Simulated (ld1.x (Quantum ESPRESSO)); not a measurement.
## germanium: excitation energies, all-electron against ultrasoft

- Element: Ge
- Generator: ld1.x (Quantum ESPRESSO) 7.5
- Type: ultrasoft
- Functional: PBE
- Relativity: scalar-relativistic
- Frozen core: [Ar]
- Valence charge: 14
- Reference configuration: 3d10 4s1.5 4p2.5
- Partial waves: 4s (bound): rcut 1.25, rcutus 1.70 bohr; 4s channel at -0.4 Ry: rcut 1.25, rcutus 1.70 bohr; 4p (bound): rcut 1.50, rcutus 1.85 bohr; 4p channel at 1.05 Ry: rcut 1.50, rcutus 1.85 bohr; 3d (bound): rcut 0.75, rcutus 0.95 bohr; 3d channel at 1.7 Ry: rcut 0.75, rcutus 0.95 bohr
- Local potential: all-electron potential smoothed inside 1.20 bohr (lloc = -1)
- Core correction: none
- Augmentation charge: PSQ, inside the norm-conserving radii

Energies are relative to the spin-unpolarised reference configuration 3d10 4s1.5 4p2.5; without spin polarisation the order of configurations can differ from experiment.

**Question.** Give the all-electron excitation energy and the error of the potential for: 3d10 4s2 4p2; 3d10 4s2 4p1; 3d10 4s2 4p0; 3d10 4s2 4p2.3; 3d10 4s1 4p3; 3d10 4s2 4p1.5; 3d9 4s2 4p3.

**Answer.**

| valence configuration | charge | ΔE all-electron (eV) | error AE − PS (meV) |
| --- | --- | --- | --- |
| 3d10 4s2 4p2 | 0 | -3.953 | +1.3 |
| 3d10 4s2 4p1 | +1 | 3.491 | +0.4 |
| 3d10 4s2 4p0 | +2 | 18.930 | +2.9 |
| 3d10 4s2 4p2.3 | -0.3 | -4.836 | +1.3 |
| 3d10 4s1 4p3 | 0 | 4.020 | +0.6 |
| 3d10 4s2 4p1.5 | +0.5 | -1.151 | +0.9 |
| 3d9 4s2 4p3 | 0 | 25.674 | -3.8 |
